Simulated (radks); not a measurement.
The numbers below are computed, except where a source is named.
Neutral chromium, configuration [Ar] 3d5 4s1. Level of theory: scalar-relativistic Kohn-Sham, OLYP, spin-unpolarised, spherical densities, finite nucleus; Fermi nuclear charge, rms radius 3.6452 fm (a radial shooting solver on a logarithmic mesh with Libxc functionals).

Normalised radial functions P(r) = r R(r), r in bohr:

```
   r/bohr * 3s, o 3p, + 3d (the largest magnitude, 1.13, reaches the edge; | marks zero, & curves that meet)
 0.002743                             & *
 0.004158                             & *
 0.006303                             &  *
 0.009479                             &    *
  0.01437                             +o    *
  0.02178                             +o      *
  0.03276                             +  o    *
  0.04965                             +    o *
  0.07467                             |+*     o
   0.1132                       *     |+          o
   0.1716               *             |  +         o
    0.258                 *           |      +o
   0.3911                      o      |   *        +
   0.5882       o                     |                 +    *
   0.8917   o                         |                  +       *
    1.352             o               |              *+
    2.033                       o     |   *      +
    3.081                            o*     +
    4.671                             &  +
    7.024                             &+
    10.65                             &
```

3s: eigenvalue -74.068 eV, 2 radial nodes at r = 0.0831, 0.360 bohr, <r> = 0.901 bohr, 90 % of the charge inside 1.35 bohr. 3p: eigenvalue -45.455 eV, 1 radial node at r = 0.329 bohr, <r> = 0.965 bohr, 90 % of the charge inside 1.49 bohr. 3d: eigenvalue -2.718 eV, 0 radial nodes, <r> = 1.50 bohr, 90 % of the charge inside 2.77 bohr.
